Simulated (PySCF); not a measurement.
# CeH₂⁺: from structure and modes to constants

All numbers come from PySCF, UPBE0, basis Ce def2-TZVP with ECP28, H def2-TZVP (scalar-relativistic core potentials, no spin–orbit coupling, density fitting).

The doublet minimum has C2v symmetry. Masses (u): Ce 139.90544, H 1.00782.

```xyz
3
charge 1 multiplicity 2, angstrom
Ce    0.0000    0.0000   -0.0140
H     1.6282    0.0000    1.0682
H    -1.6282    0.0000    1.0682
```

Harmonic wavenumbers (cm⁻¹): 509.2 (×1), 1562.5 (×1), 1605.7 (×1).

(1) Find the principal moments of inertia and the rotational constants. What kind of rotor is it?

(2) What is the harmonic zero-point energy?

## Answers

(1) About the centre of mass I = 2.3268, 5.3436, 7.6705 u Å². With B = 16.8576/I this gives 7.245, 3.155, 2.198 cm⁻¹. The molecule is an asymmetric top with κ = -0.62.

(2) Half the sum of all 3 wavenumbers, 3677/2 = 1839 cm⁻¹, which is 22.0 kJ/mol (1 cm⁻¹ = 0.0119627 kJ/mol).

The spin densities have lower symmetry than the nuclear frame, so modes carry no symmetry labels. Other isomers or separated fragments may lie lower. With open d or f shells other occupations or spin states may lie lower. The pruned grid is coarse for the open f shell: energies are uncertain by about 2 kJ/mol and soft modes are noisy. No spin–orbit coupling is included, which matters more the heavier the element.
